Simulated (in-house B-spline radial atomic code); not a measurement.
Results of a calculation; reference values are marked as such.
## Zr⁴⁺ at several levels of theory

Ground configuration [Ar] 3d10 4s2 4p6. All numbers come from an all-electron radial atomic-structure program (B-spline basis), all electrons, at the radial basis limit. Mean-field, RPA, GW and linear-response runs are scalar-relativistic (one-electron X2C), no spin-orbit coupling, without Breit or QED terms, open shells spin-polarised at highest spin; the many-body runs on Dirac-Hartree-Fock orbitals are four-component, and their energies hold both.

**Ionisation energy.** The reference is 80.348 ± 0.007 eV (NIST, semi-empirical). It runs between the lowest fine-structure levels, while the runs without spin-orbit coupling give shell averages, so part of their difference is this splitting, and a close match can be a cancellation.

| method | value (eV) | minus reference (eV) |
| --- | --- | --- |
| minus the highest LDA VWN5 level | 72.92 | -7.43 |
| minus the highest PBE level | 72.78 | -7.57 |
| G0W0 on PBE | 81.00 | +0.66 |
| minus the highest r2SCAN level | 73.52 | -6.83 |
| minus the highest PBE0 level | 75.09 | -5.26 |
| G0W0 on PBE0 | 81.11 | +0.77 |
| minus the highest B3LYP (VWN-RPA) level | 74.60 | -5.74 |
| minus the highest CAM-B3LYP level | 76.53 | -3.82 |
| minus the highest LC-wPBE level | 78.00 | -2.35 |
| minus the highest Hartree-Fock level | 80.62 | +0.27 |
| G0W0 on Hartree-Fock | 81.40 | +1.05 |
| Dirac-Fock + self-energy with TDHF screening (4p3/2) | 80.37 | +0.02 |

(1) Which methods come closest, and which lies farthest off?

**Static dipole polarisability and C6** of two like species, by linear response (no reference value is at hand):

```json
{"method": "LDA VWN5", "α (bohr³)": "2.989", "C6 (hartree·bohr⁶)": "10.76"}
{"method": "PBE", "α (bohr³)": "3", "C6 (hartree·bohr⁶)": "10.83"}
{"method": "PBE0", "α (bohr³)": "2.985", "C6 (hartree·bohr⁶)": "10.76"}
{"method": "B3LYP (VWN-RPA)", "α (bohr³)": "2.993", "C6 (hartree·bohr⁶)": "10.8"}
{"method": "CAM-B3LYP", "α (bohr³)": "2.994", "C6 (hartree·bohr⁶)": "10.8"}
{"method": "LC-wPBE", "α (bohr³)": "2.99", "C6 (hartree·bohr⁶)": "10.79"}
{"method": "TDHF", "α (bohr³)": "2.975", "C6 (hartree·bohr⁶)": "10.74"}
{"method": "relativistic RPA (four-component TDHF)", "α (bohr³)": "2.977", "C6 (hartree·bohr⁶)": "10.74"}
```

(2) What mean excitation energy do α and C6 imply in London's formula C6 = (3/4) α² ω?

Run times on one thread of shared hosts: mean field, RPA, SOSEX and G0W0 on PBE, 2.7 s (Arm Neoverse V1); TDDFT with PBE, 1.1 s (Intel Xeon Platinum 8488C (Sapphire Rapids)); removal energies by the self-energy, 31 s (Intel Xeon Platinum 8488C).

Answers

(1) Closest: Dirac-Fock + self-energy with TDHF screening (4p3/2) (+0.02 eV) and minus the highest Hartree-Fock level (+0.27 eV). Farthest: minus the highest PBE level (-7.57 eV). The TDHF-screened form was chosen among four for its agreement on 13 closed-shell atoms.

(2) LDA VWN5: ω = 1.606 hartree; relativistic RPA (four-component TDHF): ω = 1.616 hartree. A method that puts the excitations lower gives a larger α and a smaller ω.
